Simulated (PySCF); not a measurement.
Precursor series W F-NH2. Isolated molecules, 0 K electronic values unless said otherwise. One relaxed conformer stands for each flexible species; it need not be the lowest.

Computed with PBE-D3(BJ)/def2-TZVP // BP86-D3(BJ)/def2-SVP (PySCF). 

```json
[
 {"species": "0 of 6 F replaced by NH2 ([W(F)6])", "coordination number": "6", "HOMO (eV)": "-10.65", "HOMO–LUMO gap (eV)": "…", "charge on the central atom (Mulliken) (e)": "1.55"},
 {"species": "1 of 6 F replaced by NH2", "coordination number": "6", "HOMO (eV)": "…", "HOMO–LUMO gap (eV)": "…", "charge on the central atom (Mulliken) (e)": "1.48"},
 {"species": "2 of 6 F replaced by NH2 ([W(F)4(NH2)2])", "coordination number": "6", "HOMO (eV)": "-7.17", "HOMO–LUMO gap (eV)": "3.34", "charge on the central atom (Mulliken) (e)": "…"},
 {"species": "3 of 6 F replaced by NH2 ([W(F)3(NH2)3])", "coordination number": "6", "HOMO (eV)": "…", "HOMO–LUMO gap (eV)": "…", "charge on the central atom (Mulliken) (e)": "1.29"},
 {"species": "4 of 6 F replaced by NH2", "coordination number": "…", "HOMO (eV)": "-5.77", "HOMO–LUMO gap (eV)": "2.96", "charge on the central atom (Mulliken) (e)": "1.16"},
 {"species": "5 of 6 F replaced by NH2", "coordination number": "6", "HOMO (eV)": "-5.25", "HOMO–LUMO gap (eV)": "2.80", "charge on the central atom (Mulliken) (e)": "1.01"},
 {"species": "6 of 6 F replaced by NH2 ([W(NH2)6])", "coordination number": "6", "HOMO (eV)": "-4.91", "HOMO–LUMO gap (eV)": "2.98", "charge on the central atom (Mulliken) (e)": "1.08"}
]
```

Task: What belongs in the gaps?

Result: 
- 0 of 6 F replaced by NH2 ([W(F)6]), HOMO–LUMO gap (eV): 5.23
- 1 of 6 F replaced by NH2, HOMO (eV): -7.85
- 1 of 6 F replaced by NH2, HOMO–LUMO gap (eV): 2.91
- 2 of 6 F replaced by NH2 ([W(F)4(NH2)2]), charge on the central atom (Mulliken) (e): 1.36
- 3 of 6 F replaced by NH2 ([W(F)3(NH2)3]), HOMO (eV): -6.97
- 3 of 6 F replaced by NH2 ([W(F)3(NH2)3]), HOMO–LUMO gap (eV): 3.67
- 4 of 6 F replaced by NH2, coordination number: 6
